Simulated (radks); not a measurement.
Values are calculated unless marked as measured or tabulated.
Ionisation of Hf2+, [Xe] 4f14 5d2, to Hf3+, [Xe] 4f14 5d1, under several functionals. Scalar-relativistic Kohn-Sham, spin-polarised, spherical densities, point nucleus; open shells are filled with parallel spins first (spin-orbit coupling, left out, can overturn this in heavy ions); a radial shooting solver on a logarithmic mesh with Libxc functionals.

functional,E(Hf2+) (hartree),Exc (hartree),IE (eV),-e(HOMO) (eV),<r> HOMO (bohr),IE error (eV)
"LDA (Slater exchange, VWN5 correlation)",-15068.4214,-298.2596,22.569,17.564,2.101,+0.019
AM05,-15068.7630,-298.6104,22.305,17.327,2.095,-0.245
"LDA (Slater exchange, Perdew-Wang correlation)",-15068.3908,-298.2286,22.561,17.556,2.101,+0.011
Wu-Cohen GGA,-15076.3290,-306.1625,22.352,17.376,2.098,-0.198
PBE,-15077.4301,-307.2650,22.320,17.332,2.105,-0.230
B86b exchange with PBE correlation,-15078.6096,-308.4465,22.344,17.356,2.104,-0.206
PBEsol,-15072.8761,-302.7076,22.333,17.354,2.097,-0.217

NIST Atomic Spectra Database: 22.55 eV (theoretical). Closest: LDA (Slater exchange, Perdew-Wang correlation). The Delta-SCF values span 0.26 eV, the total energies 10.22 hartree. The highest occupied level is 5d. Open shells are spherical and high-spin; term and fine-structure splittings are not resolved. Spin-orbit splitting is averaged out at the scalar-relativistic level.
